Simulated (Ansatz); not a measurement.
Start from `[NH2][Al]([F])[PH]O` and change one atom or group to get `[NH2][Al]([OH])[F]`.

Ansatz, PBE0-D4/def2-TZVP geometries, multiplicity 1. Each molecule was computed in one conformer, which needn't be the lowest.

```tsv
property	`[NH2][Al]([F])[PH]O`
size of the dipole moment (B3LYP/def2-TZVPP) / D	2.27
LUMO energy (PBE/def2-TZVPP) / eV	-1.69
HOMO–LUMO gap (B3LYP/def2-TZVPP) / eV	5.68
size of the dipole moment (ωB97M-V/def2-TZVPP) / D	2.21
HOMO energy (PBE0/def2-TZVPP) / eV	-6.92
LUMO energy (ωB97M-V/def2-TZVPP) / eV	0.98
```

Q: Give the same properties after the change, and the shifts. (An estimate is asked.)

A: Computed: 
```tsv
property	`[NH2][Al]([OH])[F]`	shift
size of the dipole moment (B3LYP/def2-TZVPP) / D	3.34	1.07
LUMO energy (PBE/def2-TZVPP) / eV	-1.27	0.42
HOMO–LUMO gap (B3LYP/def2-TZVPP) / eV	6.69	1.01
size of the dipole moment (ωB97M-V/def2-TZVPP) / D	3.32	1.11
HOMO energy (PBE0/def2-TZVPP) / eV	-7.71	-0.79
LUMO energy (ωB97M-V/def2-TZVPP) / eV	1.11	0.13
```

With PBE0 the HOMO falls by 0.79 eV and the LUMO rises by 0.37 eV, so the gap widens by about 1.16 eV. PBE moves the HOMO by -0.47 eV and ωB97M-V by -1.11 eV. The zero-point energy changes by -27.7 kJ/mol with -6 modes. Dipoles are sizes alone; their direction can turn.

B3LYP here is the variant with VWN-RPA as its local correlation; programs differ in this.
